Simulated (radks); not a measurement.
Question: Species: Hf40+. Configuration: [Ar] 3d10 4s2 4p1 4d1 (not the ground configuration). Calculated with a radial shooting solver on a logarithmic mesh with Libxc functionals: Dirac Kohn-Sham, PBE, spin-unpolarised, spherical densities, finite nucleus; open shells are shared between the two j in proportion to 2j + 1; Fermi nuclear charge, rms radius 5.347 fm. Some entries of the table are withheld. Estimate them.

| orbital | occ. | eigenvalue (eV) | <1/r> (bohr^-1) |
|---|---|---|---|
| 1s1/2 | 2 | -67039.97 | 83.78 |
| 2s1/2 | 2 | -12973.32 | (1) |
| 2p1/2 | 2 | -12482.02 | 20.31 |
| 2p3/2 | 4 | -11286.22 | 17.25 |
| 3s1/2 | 2 | -4290.778 | 7.582 |
| 3p1/2 | 2 | -4076.126 | (2) |
| 3p3/2 | 4 | -3810.551 | (3) |
| 3d3/2 | 4 | -3453.556 | 6.599 |
| 3d5/2 | 6 | -3394.862 | 6.412 |
| 4s1/2 | 2 | -2035.463 | 3.654 |
| 4p1/2 | 0.333333 | -1944.131 | 3.588 |
| 4p3/2 | 0.666667 | -1857.961 | 3.326 |
| 4d3/2 | 0.4 | (4) | 3.215 |
| 4d5/2 | 0.6 | (5) | 3.154 |

Answer: 
(1) 2s1/2 <1/r> (bohr^-1): 20.34
(2) 3p1/2 <1/r> (bohr^-1): 7.498
(3) 3p3/2 <1/r> (bohr^-1): 6.717
(4) 4d3/2 eigenvalue (eV): -1711.779
(5) 4d5/2 eigenvalue (eV): -1692.878
